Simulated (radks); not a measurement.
Values are calculated unless marked as measured or tabulated.
Species: the caesium ion Cs4+. Configuration: [Kr] 4d10 5s2 5p3 (the NIST ground configuration). Code: a radial shooting solver on a logarithmic mesh with Libxc functionals. Model: scalar-relativistic Kohn-Sham, PBEsol, spin-polarised, spherical densities, finite nucleus; open shells are filled with parallel spins first (spin-orbit coupling, left out, can overturn this in heavy ions); Fermi nuclear charge, rms radius 4.8041 fm. Some entries of the table are withheld. Estimate them.

orbital,occ.,eigenvalue (hartree),<r> (bohr),r(max) (bohr)
1s up,1,-1316.514,0.02612,0.01679
1s down,1,-1316.508,0.02612,0.01679
2s up,1,-207.8882,0.1122,0.09492
2s down,1,-207.8849,0.1122,0.09492
2p up,3,-186.6951,0.09823,0.07619
2p down,3,-186.6896,0.09823,0.07620
3s up,1,-44.48650,0.2992,0.2726
3s down,1,-44.48080,0.2992,0.2726
3p up,3,-37.66527,0.2971,0.2667
3p down,3,-37.65885,0.2971,0.2667
3d up,5,-27.64224,0.2736,0.2203
3d down,5,-27.63612,0.2736,0.2203
4s up,1,-9.68089,0.6943,0.6422
4s down,1,-9.66828,0.6941,0.6424
4p up,3,-7.49679,0.7388,0.6725
4p down,3,-7.48329,0.7380,0.6727
4d up,5,-4.31586,0.8339,0.7199
4d down,5,-4.29592,0.8295,0.7197
5s up,1,-2.47218,1.639,1.507
5s down,1,-2.36112,1.631,1.492
5p up,3,-1.91809,(1),1.685
5p down,0,-1.80148,(2),1.674

Answer. 
(1) 5p up <r> (bohr): 1.847
(2) 5p down <r> (bohr): 1.854
